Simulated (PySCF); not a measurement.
## Electron correlation in P²⁺ (phosphorus, charge +2)

[Ne] 3s2 3p1, 2P determinant. All numbers are calculated (PySCF 2.14, no relativity, point nucleus, in cc-pV(T+d)Z (5s4p3d1f, 39 functions)). Frozen: [Ne]; 3 electrons correlated.

MP2 pair energies summed by pair of shells (mhartree):

```tsv
pair	energy	share (%)
3s-3s	-25.18	54.7
3s-3p	-20.86	45.3
```

Total MP2 correlation energy: -46.04 mhartree.

Same-spin part -2.93 and opposite-spin part -43.12 mhartree; SCS-MP2 scales them by 1/3 and 6/5 to -52.71 mhartree.

```json
{"level": "CCSD", "correlation energy (mhartree)": "-65.00"}
{"level": "(T)", "correlation energy (mhartree)": "-1.05"}
{"level": "CCSD(T)", "correlation energy (mhartree)": "-66.05"}
```

Diagnostics: T1 = 0.012, D1 = 0.0273, largest double amplitude 0.108.

Cost of the coupled-cluster step: 0.66 s of wall time on 1 thread of Neoverse-N1 (shared host), for 3 correlated electrons.

Iterations:

```
CC2 = 0
CCSD nocc = (np.int64(2), np.int64(1)), nmo = (34, 34)
frozen orbitals [[0, 1, 2, 3, 4], [0, 1, 2, 3, 4]]
max_cycle = 100
direct = 0
conv_tol = 1e-08
conv_tol_normt = 1e-06
diis_space = 8
diis_start_cycle = 0
Init t2, MP2 energy = -0.046044744582401
Init E_corr(UCCSD) = -0.0460447445838644
cycle = 1  E_corr(UCCSD) = -0.0578670735068338  dE = -0.0118223289  norm(t1,t2) = 0.0515003
cycle = 2  E_corr(UCCSD) = -0.0619630425037337  dE = -0.004095969  norm(t1,t2) = 0.0222647
cycle = 3  E_corr(UCCSD) = -0.0649986905427183  dE = -0.00303564804  norm(t1,t2) = 0.010468
cycle = 4  E_corr(UCCSD) = -0.0649801434728917  dE = 1.85470698e-05  norm(t1,t2) = 0.00127126
cycle = 5  E_corr(UCCSD) = -0.0650034516658078  dE = -2.33081929e-05  norm(t1,t2) = 0.00015806
cycle = 6  E_corr(UCCSD) = -0.0649962122791362  dE = 7.23938667e-06  norm(t1,t2) = 3.01426e-05
cycle = 7  E_corr(UCCSD) = -0.0649992011879663  dE = -2.98890883e-06  norm(t1,t2) = 9.28226e-06
cycle = 8  E_corr(UCCSD) = -0.0649983871729482  dE = 8.14015018e-07  norm(t1,t2) = 2.80246e-06
cycle = 9  E_corr(UCCSD) = -0.0649983536448258  dE = 3.35281224e-08  norm(t1,t2) = 2.69622e-07
cycle = 10  E_corr(UCCSD) = -0.0649983729614766  dE = -1.93166508e-08  norm(t1,t2) = 8.4262e-08
cycle = 11  E_corr(UCCSD) = -0.0649983719812693  dE = 9.8020736e-10  norm(t1,t2) = 4.18469e-08
UCCSD converged
E(UCCSD) = -339.7128247499611  E_corr = -0.06499837198126926
UCCSD(T) correction = -0.00104977413683197
```
